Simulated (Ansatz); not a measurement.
Cost and result for the atomization energy of CH₆GeNO (`C[O][GeH][NH2]`) radical (10 atoms, 9 bonds).

```csv
atom,x (Å),y (Å),z (Å)
C1,-0.222,1.543,0.969
O2,-0.558,0.283,0.444
Ge3,0.711,-0.849,-0.095
N4,-0.245,-1.875,-1.285
H5,-0.752,1.701,1.913
H6,0.853,1.657,1.165
H7,-0.519,2.331,0.269
H8,1.793,-0.019,-0.880
H9,0.150,-2.782,-1.496
H10,-1.211,-1.991,-1.006
```

Charge 0, multiplicity 2. Correlated methods include outer-core shells of Ge, which these sets cover unevenly. Scalar relativity is left out up to krypton. The structure was optimised at the PBE0-D4/def2-TZVP level. It is one conformer, not always the lowest. Program: Ansatz. Hardware: A = 2 threads of an AMD EPYC 7R13 on a shared host; B = 2 threads of an AMD EPYC 7R13 on a shared host and a share of an NVIDIA H100 80 GB. Times are those of one run each, without the atoms' runs, and a repeat can differ threefold. Electronic energies, without spin–orbit coupling; frozen cores. CCSD(T)/CBS adds CCSD(T) − MP2 in def2-TZVPP to the MP2 limit, and its time is that of the two runs behind it. T1 = 0.015; ⟨S²⟩ of the reference is 0.76. With those shells the extrapolation isn't a true limit.

CCSD(T)/CBS is a level of theory with its own doubt, some kJ/mol a heavy atom from the limit and from the frozen cores, so smaller differences don't rank the functionals.

| level | functions | wall time |
| --- | --- | --- |
| revPBE-D4/def2-TZVPP [A] | 225 | 4.1 s |
| PBE0-D4/def2-TZVPP [A] | 225 | 7 s |
| CAM-B3LYP-D4/def2-TZVPP [A] | 225 | 7.5 s |
| BHLYP-D4/def2-TZVPP [A] | 225 | 8.5 s |
| CCSD(T)/def2-SVP [B] | 104 | 9 s |
| r2SCAN-D4/def2-TZVPP (with forces) [A] | 225 | 10 s |
| MP2/def2-QZVPP [B] | 440 | 10 s |
| r2SCANh-D4/def2-TZVPP [A] | 225 | 11 s |
| B2PLYP/def2-TZVPP [A] | 225 | 11 s |
| B97M-V/def2-TZVPP [A] | 225 | 16 s |
| ωB97X-V/def2-TZVPP [A] | 225 | 16 s |
| CCSD(T)/def2-TZVPP [B] | 225 | 20 s |
| CCSD(T)/CBS(def2) | – | 30 s |

Question: What atomization energy does each give, and how far from CCSD(T)/CBS? (Best estimate.)

Answer: The calculation gave: 
| level | atomization (kcal/mol) | difference from CCSD(T)/CBS | per bond |
| --- | --- | --- | --- |
| revPBE-D4/def2-TZVPP [A] | 795.9 | -4.6 | -0.5 |
| PBE0-D4/def2-TZVPP [A] | 797.5 | -3.0 | -0.3 |
| CAM-B3LYP-D4/def2-TZVPP [A] | 805.6 | 5.1 | 0.6 |
| BHLYP-D4/def2-TZVPP [A] | 772.7 | -27.8 | -3.1 |
| CCSD(T)/def2-SVP [B] | 743.9 | -56.6 | -6.3 |
| r2SCAN-D4/def2-TZVPP (with forces) [A] | 802.1 | 1.6 | 0.2 |
| MP2/def2-QZVPP [B] | 800.9 | 0.4 | 0.0 |
| r2SCANh-D4/def2-TZVPP [A] | 795.3 | -5.2 | -0.6 |
| B2PLYP/def2-TZVPP [A] | 792.3 | -8.2 | -0.9 |
| B97M-V/def2-TZVPP [A] | 803.2 | 2.7 | 0.3 |
| ωB97X-V/def2-TZVPP [A] | 803.5 | 3.0 | 0.3 |
| CCSD(T)/def2-TZVPP [B] | 779.2 | -21.3 | -2.4 |
| CCSD(T)/CBS(def2) | 800.5 | 0.0 | 0.0 |

The D4 term adds +6.5 kcal/mol with B3LYP and +3.4 kcal/mol with PBE0; it sums over pairs of atoms, weighted by their polarisabilities, and B3LYP, whose exchange is more repulsive, gets the larger term. At CCSD(T), def2-SVP lies −56.6 kcal/mol from the extrapolated value and def2-TZVPP −21.3 kcal/mol: correlation converges slowly with the basis, and small sets miss more of it in the bonded molecule than in its fragments. From r2SCAN to r2SCAN0 (25 % exact exchange), in def2-TZVPP and without D4, the atomization energy moves by −16.8 kcal/mol: exact exchange takes away binding that semilocal exchange gives to molecules.

B3LYP here is the variant with VWN-RPA as its local correlation; programs differ in this.
